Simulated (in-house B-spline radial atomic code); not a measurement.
# Ionising W⁶⁹⁺ with different functionals

Computed with a B-spline radial code for spherical atoms: scalar-relativistic (spin-free X2C) Hamiltonian, Fermi nucleus of rms radius 5.3658 fm, spin-polarised at highest spin, spherical fractional occupations for the functionals, the average over the highest-spin determinants for Hartree-Fock. The ionisation energy is the difference of two self-consistent energies, [He] 2s2 2p1 → [He] 2s2, without Breit or QED terms; ε is the level of the shell that loses the electron (its least bound occupied spin orbital). There is no spin-orbit coupling in this Hamiltonian.

Hybrids are left out here: with spherical fractional occupations of an open shell their exact exchange keeps a self-interaction that integer-occupation calculations don't have.

```csv
method,rung,ΔSCF (eV),-ε(2p) (eV)
Hartree-Fock,Hartree-Fock,17824.5,17825.3
LDA VWN5,LDA,17812.1,17646.6
PBE,GGA,17819.7,17653.6
BLYP,GGA,17821.7,17656.0
TPSS,meta-GGA,17818.6,17655.1
```

Question: How do they compare with the NIST value?

Answer: NIST lists 18872 eV ± 3 (semi-empirical, ground level to ground level). Errors run from -1059.9 to -1047.5 eV. The correlated functionals all miss on the same side by more than they spread, so the cause is common to them (spin-orbit coupling, Breit-QED terms, multiplet and fine-structure energies, or a listed next ion that isn't the cheapest removal here) and closeness doesn't rank the functionals. Hartree-Fock also lacks correlation.
